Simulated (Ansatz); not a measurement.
Computed with Ansatz on PBE0-D4/def2-TZVP structures; ΔE is electronic, products minus reactants. CCSD(T)/CBS is the MP2 limit (def2-TZVPP, def2-QZVPP) plus CCSD(T) − MP2 in def2-TZVPP, frozen cores. Functionals use def2-TZVPP. B3LYP here is the variant with VWN-RPA as its local correlation; programs differ in this. Elements past krypton have def2 core potentials. For Sn outer-core shells are correlated without core-valence functions, which leaves a few kJ/mol of doubt a bond. One conformer a species, not always the lowest.

Consider the formal exchange of groups at the Sn–N bond: `FC[NH][SnH3]` + `C[SiH2]C` → `C[SiH](C)[SnH3]` + `NCF`.

```csv
level,ΔE (kcal/mol),difference from CCSD(T)/CBS
PBE-D4,-10.8,-2.8
r2SCAN-D4,-8.9,-0.9
PBE0-D4,-11.0,-3.0
ωB97X-V,-7.4,0.6
ωB97M-V,-7.8,0.2
B2PLYP,-7.2,0.8
PBE,-10.5,-2.5
r2SCAN,-8.8,-0.8
B3LYP,-7.8,0.2
MP2/def2-TZVPP,-7.2,0.8
SCS-MP2/def2-TZVPP,-5.9,2.1
CCSD/def2-TZVPP,-7.3,0.7
CCSD(T)/def2-TZVPP,-7.2,0.8
SCS-MP2/def2-QZVPP,-6.3,1.7
HF/CBS(def2),-5.3,2.7
MP2/CBS(def2),-7.9,0.1
CCSD(T)/CBS,-8.0,0
```

Largest T1 diagnostic among the species: 0.013.

In def2-TZVPP, CCSD(T) changes the Hartree–Fock value by −1.6 kcal/mol (the triples alone add +0.0 kcal/mol) and MP2 by −1.5 kcal/mol.
